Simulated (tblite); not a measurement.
Compound: C₇H₁₀P₂.
SMILES with atom numbers: `[CH3:1][CH2:2][c:3]1[cH:4][cH:5][p:6][c:7]([CH3:8])[p:9]1` (hydrogens: H10, H11, H12 on C1; H13, H14 on C2; H15 on C4; H16 on C5; H17, H18, H19 on C8)

Computed with GFN2-xTB (tblite), gas phase: L-BFGS steps from a force-field or distance-geometry start until the largest atomic force falls under 0.01 eV/Å.

Step 21: E = -682.1756 eV
```
atom  x, y, z in Å  |  force x, y, z in eV/Å
C1     -2.8172   -0.7367    0.9401   -0.041  -0.019   0.020
C2     -2.0823   -0.1253   -0.2522   -0.060  -0.021  -0.013
C3     -0.6228    0.1652   -0.0230    0.032  -0.122   0.011
C4     -0.2632    1.1050    0.9230    0.015   0.033  -0.047
C5      1.0240    1.4572    1.2673    0.075  -0.015   0.014
P6      2.5247    1.0008    0.5249    0.067  -0.061  -0.046
C7      2.0566   -0.1169   -0.7314   -0.100   0.020   0.055
C8      3.1512   -0.6639   -1.6257   -0.095   0.075   0.064
P9      0.4596   -0.7311   -1.0613    0.022  -0.039  -0.130
H10    -2.4164   -1.7174    1.1883    0.058   0.031  -0.029
H11    -2.7581   -0.1108    1.8279    0.050   0.037  -0.053
H12    -3.8661   -0.8522    0.6719    0.002  -0.040   0.086
H13    -2.5832    0.8066   -0.5270   -0.034   0.024  -0.041
H14    -2.1677   -0.8230   -1.0888   -0.051   0.045  -0.100
H15    -1.0713    1.6218    1.4334    0.037  -0.097   0.060
H16     1.1327    2.1468    2.0956    0.067   0.101  -0.026
H17     3.9223    0.0865   -1.7992    0.019  -0.024   0.095
H18     2.7463   -0.9603   -2.5948   -0.031  -0.027   0.077
H19     3.6210   -1.5431   -1.1768   -0.030   0.100   0.003
```

Step 22: E = -682.1806 eV
```
atom  x, y, z in Å  |  force x, y, z in eV/Å
C1     -2.8156   -0.7346    0.9367   -0.056  -0.054   0.077
C2     -2.0847   -0.1250   -0.2545   -0.039  -0.010  -0.018
C3     -0.6249    0.1616   -0.0215    0.044  -0.072  -0.048
C4     -0.2640    1.1012    0.9237    0.079   0.016  -0.017
C5      1.0235    1.4567    1.2665    0.075  -0.033  -0.025
P6      2.5231    1.0037    0.5210    0.078  -0.063  -0.040
C7      2.0548   -0.1138   -0.7349   -0.108   0.044   0.069
C8      3.1512   -0.6621   -1.6238   -0.094   0.083   0.042
P9      0.4573   -0.7234   -1.0700    0.022  -0.058  -0.123
H10    -2.4141   -1.7113    1.1871    0.107  -0.072  -0.020
H11    -2.7552   -0.1120    1.8232    0.065   0.117   0.023
H12    -3.8642   -0.8554    0.6808   -0.082  -0.033   0.021
H13    -2.5874    0.8054   -0.5273   -0.024   0.065  -0.054
H14    -2.1717   -0.8206   -1.0915   -0.042   0.021  -0.122
H15    -1.0681    1.6130    1.4408   -0.026  -0.065   0.079
H16     1.1374    2.1477    2.0923    0.035   0.107  -0.009
H17     3.9290    0.0819   -1.7953   -0.016  -0.006   0.077
H18     2.7475   -0.9655   -2.5907   -0.021  -0.008   0.046
H19     3.6164   -1.5383   -1.1703    0.002   0.020   0.042
```

**Question.** Estimate the geometry and energy of step 23. (The exact step hangs on the optimiser's Hessian estimate; all steps are aligned on step 22, rigid shifts and turns removed.)

**Answer.** E = -682.1859 eV, largest force 0.205 eV/Å
```
atom  x, y, z in Å  |  force x, y, z in eV/Å
C1     -2.8137   -0.7331    0.9354   -0.052  -0.066   0.099
C2     -2.0902   -0.1239   -0.2581    0.006   0.000  -0.036
C3     -0.6277    0.1602   -0.0255    0.041   0.064  -0.027
C4     -0.2653    1.0973    0.9263    0.083  -0.053  -0.016
C5      1.0237    1.4581    1.2640    0.021   0.002   0.005
P6      2.5217    1.0117    0.5108    0.059  -0.037  -0.005
C7      2.0500   -0.1021   -0.7447   -0.029   0.011   0.018
C8      3.1524   -0.6607   -1.6217   -0.055   0.007   0.067
P9      0.4542   -0.7076   -1.0911   -0.028  -0.031  -0.066
H10    -2.4077   -1.7055    1.1861    0.140  -0.149  -0.009
H11    -2.7496   -0.1113    1.8199    0.073   0.169   0.078
H12    -3.8629   -0.8600    0.6933   -0.140  -0.029  -0.029
H13    -2.5974    0.8048   -0.5296    0.011   0.071  -0.046
H14    -2.1790   -0.8178   -1.0964   -0.036   0.012  -0.113
H15    -1.0687    1.5948    1.4629    0.023  -0.092   0.010
H16     1.1411    2.1489    2.0935    0.008   0.041  -0.078
H17     3.9447    0.0699   -1.7920   -0.089   0.007   0.069
H18     2.7562   -0.9784   -2.5875   -0.014   0.031   0.047
H19     3.6081   -1.5360   -1.1531   -0.023   0.041   0.031
```

The energy changes by -0.0053 eV. The first-order estimate −F·Δx gives -0.0082 eV and the mean of the old and new forces, exact on a quadratic surface, -0.0052 eV. The step makes an angle of 73° with the force vector and moves no atom by more than 0.029 Å.
